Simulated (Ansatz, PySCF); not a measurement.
Sb(F)2(OMe) (CH3F2OSb), SMILES C[O][Sb]([F])[F]. Atoms are numbered in the order given.

```xyz
8

Sb    -0.5259     0.2073     0.2617
F     -0.9716    -0.6389    -1.4281
F      0.5835     1.5507    -0.5956
O      0.9402    -1.0109     0.7271
C      1.9418    -1.3621    -0.2210
H      2.6467    -2.0478     0.2744
H      1.5065    -1.8701    -1.0984
H      2.4946    -0.4740    -0.5717
```
Charge 0, spin multiplicity 1.

Geometry optimised at B3LYP-D3(BJ)/def2-SVP. The structure was generated by enumeration; whether it is a known compound was not checked. The def2 effective core potentials stand for the cores of Sb; spin–orbit coupling is left out. The values are those of a single conformer.

Two levels are set side by side: PBE-D3(BJ)/def2-SVP (Ansatz, a first-principles code) and B3LYP-D3(BJ)/def2-SVP (Ansatz). Each level has its own optimised geometry; the coordinates shown are those of the second. Frequencies come from the Hessian of PySCF at each geometry. Differences are taken from unrounded values.

| quantity | B3LYP-D3(BJ) | PBE-D3(BJ) | PBE-D3(BJ) minus B3LYP-D3(BJ) |
|---|---|---|---|
| mean bond length (Å) | 1.511 | 1.523 | 0.012 |
| bond Sb1–F2 (Å) | 1.942 | 1.957 | 0.015 |
| bond Sb1–F3 (Å) | 1.942 | 1.957 | 0.015 |
| bond Sb1–O4 (Å) | 1.962 | 1.984 | 0.022 |
| bond O4–C5 (Å) | 1.423 | 1.428 | 0.005 |
| bond C5–H6 (Å) | 1.101 | 1.109 | 0.008 |
| bond C5–H7 (Å) | 1.103 | 1.112 | 0.009 |
| bond C5–H8 (Å) | 1.103 | 1.112 | 0.009 |
| highest harmonic wavenumber (cm⁻¹) | 3114 | 3050 | -64 |
| mean harmonic wavenumber (cm⁻¹) | 1103 | 1069 | -34 |
| zero-point energy (kcal/mol) | 28.39 | 27.52 | -0.87 |

GGA bonds tend to be longer and softer than those of functionals with exact exchange. Differences between two approximate levels are no errors against the true value.
